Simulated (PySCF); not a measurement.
Compound: C5H6F2NS (charge +1).
Atom-mapped SMILES: `[CH3:1][n+:2]1[cH:3][s:4][c:5]([CH:6]([F:7])[F:8])[cH:9]1` (hydrogens: H10, H11, H12 on C1; H13 on C3; H14 on C6; H15 on C9)

Computed geometry: GFN2-xTB, gas phase.

(1) Give the optimised bond lengths and angles.

Results:

(1) 
```
                  bond  length (pm)
                 C1–N2        144.1
                 N2–C3        132.2
                 C3–S4        168.8
                 S4–C5        172.6
                 C5–C6        150.8
          C6–F7, C6–F8        134.6
                 C5–C9        136.0
                 N2–C9        135.8
C1–H10, C1–H11, C1–H12        109.0
                C3–H13        107.6
                C6–H14        110.1
                C9–H15        107.7
```

Bonds in one row agree within 1 pm and their mean is given. A selection of angles:
```
   angle  degrees
C1–N2–C3    124.6
C1–N2–C9    122.5
C3–N2–C9    112.9
N2–C3–S4    113.7
C3–S4–C5     89.6
S4–C5–C6    124.2
S4–C5–C9    110.7
C6–C5–C9    125.1
C5–C6–F7    109.1
F7–C6–F8    107.2
N2–C9–C5    113.0
```

Torsions: S4–C5–C6–F7 -124° (anticlinal). The mirror-image conformer, all signs reversed, is as good.

C3 (aromatic CH next to a ring nitrogen) is planar (angles 123.3°, 123.0° and 113.7°, sum 360.0°, 0.00 Å off the plane of its three neighbours). The 2 C–C bonds span 1.360 Å (C5–C9, aromatic) to 1.508 Å (C5–C6, drawn single), a spread of 0.148 Å. S4 (ring sulfur) is bent (angle 89.6°). Of the pairs four or more bonds apart, H12···H13 is among the closest relative to their van der Waals radii: 2.41 Å, 100 % of the sum of Bondi's values. The 5-membered ring N2–C3–S4–C5–C9 has internal angles of 89.6° to 113.7°; it is planar, 0.00 Å rms from its mean plane, widest ring torsion 0°. The C–N distances run from 1.322 Å (N2–C3, aromatic) to 1.441 Å (C1–N2, drawn single), a spread of 0.119 Å. The 2 C–S bonds span 1.688 Å (C3–S4, aromatic) to 1.726 Å (S4–C5, aromatic), a spread of 0.038 Å.

Point group: near Cs, missed by 0.10 Å at most; the miss may be what the optimiser left on a soft mode. No frequency check.
